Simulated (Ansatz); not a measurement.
Ansatz (a program for electronic structure) job for WO2Cl2, SMILES [O]=[W](=[O])([Cl])[Cl], multiplicity 1, B3LYP-D3(BJ)/def2-SVP. 

Ansatz 0.2 input:
```yaml
crystal:
  periodic: [false, false, false]
  atoms:
    - {symbol: W, position_ang: [-0.00000000, 0.00000000, 0.23657973]}
    - {symbol: O, position_ang: [0.00000001, -1.40809491, 1.14438656]}
    - {symbol: O, position_ang: [-0.00000001, 1.40809490, 1.14438656]}
    - {symbol: Cl, position_ang: [-1.74652280, -0.00000000, -1.05344367]}
    - {symbol: Cl, position_ang: [1.74652280, 0.00000000, -1.05344367]}
basis:
  gaussian:
    orbitals: def2-SVP
hamiltonian:
  xc: b3lyp
  dispersion: d3bj
relax: {f_tol: 0.002, max_steps: 200}
```

Program output:

```
WARN ansatz: RAYON_NUM_THREADS=2 ignored (pool sized by the plan → 2); use --threads N
Functional definition: B3LYP
integrals: 0.05 GiB planned
964 factors; integrals over basis functions are off by at most 1.3e-4 eV
mean field: 0.43 GiB planned
mean field evaluation 1: about -30945.2888 eV, gradient 9.1e1 eV
mean field evaluation 2: about -30715.7233 eV, gradient 3.1e2 eV
mean field evaluation 4: about -30960.2645 eV, gradient 1.0e1 eV
mean field evaluation 8: about -30960.5380 eV, gradient 5.3e-1 eV
mean field evaluation 16: about -30960.5386 eV, gradient 7.2e-5 eV
mean field -30960.53863339 eV, -1137.7788089703 hartree, gradient 7.2e-5 eV, S^2 0.000000; 0 other end points of the search recorded, 0 dependent functions left out
the calculation of the forces begins
reference -30960.53891660 eV, -1137.7788193779 hartree; 32, 32 occupied and 64, 64 virtual orbitals, 964 factors
relax step   1: F+E_penalty+E_count = -30960.88121873 eV  Δ(F+E_penalty+E_count) = +0.000e0 eV  max|allowed force component| = 2.219e0 eV/Å  Δτ_max = 0.0000 Å  (31 SCF iters, accepted)
these checks for a lower state are left out or cut short: starts, cluster_reference, orbital_swaps, neighbouring_geometries, increment
integrals: 0.05 GiB planned
964 factors; integrals over basis functions are off by at most 1.6e-4 eV
mean field: 0.43 GiB planned
mean field -30960.96907360 eV, -1137.7946273562 hartree, gradient 1.0e-5 eV, S^2 0.000000; 0 other end points of the search recorded, 0 dependent functions left out
the calculation of the forces begins
reference -30960.96935784 eV, -1137.7946378018 hartree; 32, 32 occupied and 64, 64 virtual orbitals, 964 factors
relax step   2: F+E_penalty+E_count = -30961.29257378 eV  Δ(F+E_penalty+E_count) = -4.114e-1 eV  max|allowed force component| = 6.800e-1 eV/Å  Δτ_max = 0.1828 Å  (39 SCF iters, accepted)
these checks for a lower state are left out or cut short: starts, cluster_reference, orbital_swaps, neighbouring_geometries, increment
integrals: 0.05 GiB planned
964 factors; integrals over basis functions are off by at most 1.5e-4 eV
mean field: 0.43 GiB planned
mean field evaluation 32: about -30960.9987 eV, gradient 1.2e-3 eV
mean field -30960.99866512 eV, -1137.7957148246 hartree, gradient 2.5e-5 eV, S^2 0.000000; 0 other end points of the search recorded, 0 dependent functions left out
the calculation of the forces begins
reference -30960.99894812 eV, -1137.7957252245 hartree; 32, 32 occupied and 64, 64 virtual orbitals, 964 factors
relax step   3: F+E_penalty+E_count = -30961.32513213 eV  Δ(F+E_penalty+E_count) = -3.256e-2 eV  max|allowed force component| = 2.241e-1 eV/Å  Δτ_max = 0.0230 Å  (33 SCF iters, accepted)
these checks for a lower state are left out or cut short: starts, cluster_reference, orbital_swaps, neighbouring_geometries, increment
integrals: 0.05 GiB planned
964 factors; integrals over basis functions are off by at most 1.5e-4 eV
mean field: 0.43 GiB planned
mean field -30960.99898241 eV, -1137.7957264848 hartree, gradient 2.4e-5 eV, S^2 0.000000; 0 other end points of the search recorded, 0 dependent functions left out
the calculation of the forces begins
reference -30960.99926534 eV, -1137.7957368823 hartree; 32, 32 occupied and 64, 64 virtual orbitals, 964 factors
relax step   4: F+E_penalty+E_count = -30961.32564147 eV  Δ(F+E_penalty+E_count) = -5.093e-4 eV  max|allowed force component| = 1.854e-2 eV/Å  Δτ_max = 0.0032 Å  (35 SCF iters, accepted)
these checks for a lower state are left out or cut short: starts, cluster_reference, orbital_swaps, neighbouring_geometries, increment
integrals: 0.05 GiB planned
964 factors; integrals over basis functions are off by at most 1.5e-4 eV
mean field: 0.43 GiB planned
mean field -30960.99911901 eV, -1137.7957315048 hartree, gradient 2.4e-5 eV, S^2 0.000000; 0 other end points of the search recorded, 0 dependent functions left out
the calculation of the forces begins
reference -30960.99940189 eV, -1137.7957419003 hartree; 32, 32 occupied and 64, 64 virtual orbitals, 964 factors
relax step   5: F+E_penalty+E_count = -30961.32565590 eV  Δ(F+E_penalty+E_count) = -1.443e-5 eV  max|allowed force component| = 7.261e-3 eV/Å  Δτ_max = 0.0026 Å  (35 SCF iters, accepted)
these checks for a lower state are left out or cut short: starts, cluster_reference, orbital_swaps, neighbouring_geometries, increment
integrals: 0.05 GiB planned
964 factors; integrals over basis functions are off by at most 1.5e-4 eV
mean field: 0.43 GiB planned
mean field -30960.99907748 eV, -1137.7957299785 hartree, gradient 1.6e-5 eV, S^2 0.000000; 0 other end points of the search recorded, 0 dependent functions left out
the calculation of the forces begins
reference -30960.99936037 eV, -1137.7957403744 hartree; 32, 32 occupied and 64, 64 virtual orbitals, 964 factors
relax step   6: F+E_penalty+E_count = -30961.32566582 eV  Δ(F+E_penalty+E_count) = -9.917e-6 eV  max|allowed force component| = 1.452e-3 eV/Å  Δτ_max = 0.0022 Å  (28 SCF iters, accepted)
integrals: 0.05 GiB planned
964 factors; integrals over basis functions are off by at most 1.5e-4 eV
mean field: 0.43 GiB planned
mean field evaluation 64: about -30959.7747 eV, gradient 2.1e1 eV
mean field -30960.99907748 eV, -1137.7957299785 hartree, gradient 1.6e-5 eV, S^2 0.000000; 1 other end points of the search recorded, 0 dependent functions left out
the calculation of the forces begins
reference -30960.99936037 eV, -1137.7957403744 hartree; 32, 32 occupied and 64, 64 virtual orbitals, 964 factors
Total energy: -30961.32594871 eV, -1137.8077422745 hartree
Atom 0 at    -0.000000    -0.000000     0.171922 Å, force     0.000000    -0.000000    -0.000934 eV/Å
Atom 1 at     0.000000    -1.363992     1.192593 Å, force    -0.000000    -0.001452     0.000193 eV/Å
Atom 2 at    -0.000000     1.363992     1.192593 Å, force    -0.000000     0.001452     0.000193 eV/Å
Atom 3 at    -1.915162    -0.000000    -1.069321 Å, force    -0.000244    -0.000000     0.000274 eV/Å
Atom 4 at     1.915162     0.000000    -1.069321 Å, force     0.000244    -0.000000     0.000274 eV/Å
Dipole moment:     0.000000    -0.000000    -0.386817 e Å
```

Self-consistency was reached.
